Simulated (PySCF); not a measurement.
## Radial density of Cd+ (cadmium, charge +1)

MN15, [Kr] 4d10 5s1, 2S determinant. Calculation: PySCF 2.14, in def2-SVP with the def2 core potential (28 electrons); a scalar-relativistic core potential. This is the valence pseudo-density: the core potential removes the inner electrons and smooths the orbitals near the nucleus.

```json
{"r (bohr)": "0.0181", "4πr²ρ (e/bohr)": "1.267e-05", "4πr²(ρα − ρβ)": "0.0000"}
{"r (bohr)": "0.0305", "4πr²ρ (e/bohr)": "3.531e-05", "4πr²(ρα − ρβ)": "0.0000"}
{"r (bohr)": "0.0513", "4πr²ρ (e/bohr)": "9.876e-05", "4πr²(ρα − ρβ)": "0.0000"}
{"r (bohr)": "0.0863", "4πr²ρ (e/bohr)": "0.0003435", "4πr²(ρα − ρβ)": "0.0000"}
{"r (bohr)": "0.145", "4πr²ρ (e/bohr)": "0.003389", "4πr²(ρα − ρβ)": "0.0001"}
{"r (bohr)": "0.244", "4πr²ρ (e/bohr)": "0.08473", "4πr²(ρα − ρβ)": "0.0003"}
{"r (bohr)": "0.411", "4πr²ρ (e/bohr)": "2.073", "4πr²(ρα − ρβ)": "0.0145"}
{"r (bohr)": "0.691", "4πr²ρ (e/bohr)": "16.16", "4πr²(ρα − ρβ)": "0.0813"}
{"r (bohr)": "1.16", "4πr²ρ (e/bohr)": "14.54", "4πr²(ρα − ρβ)": "-0.0073"}
{"r (bohr)": "1.96", "4πr²ρ (e/bohr)": "3.065", "4πr²(ρα − ρβ)": "0.4478"}
{"r (bohr)": "3.29", "4πr²ρ (e/bohr)": "0.4326", "4πr²(ρα − ρβ)": "0.2817"}
{"r (bohr)": "5.53", "4πr²ρ (e/bohr)": "0.01315", "4πr²(ρα − ρβ)": "0.0127"}
{"r (bohr)": "9.30", "4πr²ρ (e/bohr)": "5.452e-05", "4πr²(ρα − ρβ)": "0.0001"}
```

Energies and moments cover only the electrons outside the core potential.

Q: Where is the radial spin density 4πr²(ρα − ρβ) most negative, and why is it negative at all?

A: Around r = 1.16 bohr, down to -0.0073 e/bohr: exchange with the open shell polarises the paired shells in an unrestricted calculation.
